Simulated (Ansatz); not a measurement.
`[NH2][Ta]([NH2])(=[O])[F]` + `OCBF` → `[NH2][Ta](=[O])([OH])[F]` + `NCBF`  (redistribution)

Program: Ansatz. Geometries: PBE0-D4/def2-TZVP. ΔE: electronic, gas phase. CCSD(T)/CBS adds triple-zeta CCSD(T) − MP2 to the extrapolated MP2 energy (def2 sets, frozen cores). This one scheme is used for every species. Functionals use def2-TZVPP. B3LYP here is the variant with VWN-RPA as its local correlation; programs differ in this. Elements past krypton have def2 core potentials. For Ta outer-core shells are correlated without core-valence functions, which leaves a few kJ/mol of doubt a bond. Each species was taken in one conformer, which may not be the lowest.

`[NH2][Ta]([NH2])(=[O])[F]`:

Z-matrix (Å, degrees):
```
Ta
N 1 1.978
O 1 1.717 2 106.5
N 1 1.978 2 112.2 3 116.1
F 1 1.898 2 109.8 3 -121.6
H 2 1.009 1 124.0 3 0.4
H 2 1.010 1 125.9 3 -175.1
H 4 1.010 1 125.9 2 59.0
H 4 1.009 1 124.0 2 -116.5
```

`OCBF`:

```xyz
8

O     1.527   -0.360   -0.102
C     0.178   -0.568    0.252
B    -0.833    0.551   -0.128
F    -0.380    1.633   -0.752
H     1.602    0.495   -0.532
H     0.095   -0.736    1.339
H    -0.185   -1.510   -0.191
H    -2.004    0.496    0.114
```

`[NH2][Ta](=[O])([OH])[F]`:

```xyz
8

N     0.171    1.139    0.940
Ta   -0.440   -0.238   -0.331
O    -0.550    0.577   -1.839
O     0.821   -1.663   -0.418
F    -2.129   -0.926    0.170
H     0.314    2.109    0.705
H     0.428    0.966    1.902
H     1.386   -1.963   -1.129
```

`NCBF`:

```xyz
9

N    -0.305   -1.079   -0.730
C     0.487    0.001   -0.178
B    -0.142    0.736    1.039
F    -1.410    0.522    1.363
H    -0.009   -1.331   -1.662
H    -1.286   -0.838   -0.767
H     0.730    0.818   -0.891
H     1.473   -0.371    0.136
H     0.461    1.542    1.691
```

| level | ΔE (eV) |
| --- | --- |
| PBE0-D4 | -0.66 |
| ωB97M-V | -0.68 |
| PBE0 | -0.67 |
| B3LYP | -0.67 |
| CCSD/def2-TZVPP | -0.67 |
| CCSD(T)/def2-TZVPP | -0.66 |
| SCS-MP2/def2-QZVPP | -0.69 |
| HF/CBS(def2) | -0.71 |

**Question.** What does CCSD(T)/CBS give? (Estimate.)

**Answer.** Ansatz gave: -0.66 eV. The listed levels differ from it by 0.00, -0.02, -0.01, -0.01, -0.01, 0.00, -0.03, -0.05 eV.

Largest T1 diagnostic among the species: 0.020.
